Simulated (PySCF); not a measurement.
Diatomic cations of Sn with group 15

r²SCAN with double-zeta basis sets in PySCF, for the lowest determinant that a PBE0 search found; no spin–orbit coupling. De refers to high-spin ground-configuration atoms (the charge goes to the atom of lower measured ionisation energy or higher electron affinity, which is not always the lowest computed limit). A positive dipole points towards Sn; it is taken about the centre of mass and depends on that origin.

```csv
M,basis,charged atom,state (unpaired electrons),Re (Å),ωe (cm⁻¹),De (eV),μ (D)
N,def2-SVP,Sn+,triplet (π ↑↑),2.152,524,1.59,1.82
P,def2-SVPD,Sn+,triplet (π ↑↑),2.539,327,2.29,-0.12
As,def2-SVP,Sn+,triplet (π ↑↑),2.622,231,2.29,1.61
Bi,def2-SVP,Bi+,triplet (π ↑↑),2.882,162,n/a,2.88
```

The shortest bond is that of SnN⁺ (2.152 Å), the longest that of SnBi⁺ (2.882 Å).

The rows differ in basis set, which adds steps of its own.

Down a group the atoms grow and get heavier, so bonds lengthen and wavenumbers fall; this series shows no clear exception.

Spin–orbit coupling is left out, which matters for elements this heavy, above all for dissociation energies. For an ion De counts to the pair picked by the measured ionisation energies or electron affinities, which need not be the lowest pair at this level. States were picked by a PBE0 search and need not be the measured ground states.
